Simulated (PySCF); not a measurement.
CsLi: frontier orbitals

PW91 at R = 3.789 Å; PySCF, scalar-relativistic core potentials, basis sets Cs def2-SVPD with ECP46, Li def2-SVPD. State: ¹Σ⁺ (singlet), closed shell. Only the outer orbitals are listed, counted within each symmetry, core potentials removing the inner ones.

| orbital | occ. | ε (eV) | on Cs (%) | main shells (%) |
| --- | --- | --- | --- | --- |
| 1σ | 2 | -50.55 | 0 | 100 Li s |
| 2σ | 2 | -27.07 | 100 | 100 Cs s |
| 1π | 2 | -13.63 | 100 | 100 Cs p |
| 1π | 2 | -13.63 | 100 | 100 Cs p |
| 3σ | 2 | -13.54 | 100 | 100 Cs p |
| 4σ | 2 | -2.63 | 48 | 51 Li s, 42 Cs s |
| 5σ | 0 | -1.62 | 62 | 56 Cs s, 34 Li s |
| 2π | 0 | -1.00 | 41 | 59 Li p, 30 Cs p, 10 Cs d |
| 2π | 0 | -1.00 | 41 | 59 Li p, 30 Cs p, 10 Cs d |

Task: Which are the highest filled and the lowest empty level, where do they sit, and how wide is the gap?

Result: Highest filled 4σ at -2.63 eV (in %: 51 Li s, 42 Cs s); lowest empty 5σ at -1.62 eV (in %: 56 Cs s, 34 Li s); the gap at PW91 is 1.01 eV.

| Quantity | Value |
| --- | --- |
| bond order (Mayer) | 1.00 |
| ⟨S²⟩ | 0.000 |
| charge on Cs (Mulliken, basis-dependent) | 0.03 |
| charge on Cs (Löwdin, basis-dependent) | 0.10 |
| dipole moment (positive dipole means Cs(−)Li(+)) | -4.17 D |

Closed-shell solutions of metal pairs were not tested for spin polarisation, which can lower them a little. Spin–orbit coupling is left out.
